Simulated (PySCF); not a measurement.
HOSi, SMILES [OH+]=[Si] (connectivity only; charge and spin as stated), charge +1, multiplicity 1.

Geometry optimised at r2SCAN-D4/def2-TZVPD. The isomer is the one that the SMILES or the coordinates give; other isomers of the formula were not compared.

Two levels are set side by side: TDDFT-PBE/def2-TZVPD (PySCF) and TDDFT-M06-2X/def2-TZVPD (PySCF). Vertical, same geometry. The lowest singlet is HOMO−2→LUMO+1 50 %, HOMO−1→LUMO 50 % with PBE and HOMO→LUMO+1 100 % with the other functional; states are paired by order. Differences are taken from unrounded values.

```csv
quantity,TDDFT-M06-2X
lowest singlet excitation (eV),7.49
lowest triplet excitation (TDA) (eV),4.80
first bright state (f over 0.05) (eV),7.49
its oscillator strength,0.24
```

What does TDDFT-PBE give, and how far is it from TDDFT-M06-2X? (Estimate from the structure and the level; the computed values follow.)


| quantity | TDDFT-PBE | TDDFT-PBE minus TDDFT-M06-2X |
|---|---|---|
| lowest singlet excitation (eV) | 6.88 | -0.61 |
| lowest triplet excitation (TDA) (eV) | 4.70 | -0.11 |
| first bright state (f over 0.05) (eV) | 7.53 | 0.03 |
| its oscillator strength | 0.23 | -0.02 |

A lower first singlet is the usual sign of a functional without exact exchange. Differences between two approximate levels are no errors against the true value.

Rough cost on one machine, each run with all the roots and properties that it gave: TDDFT-M06-2X against TDDFT-PBE about 9 times.
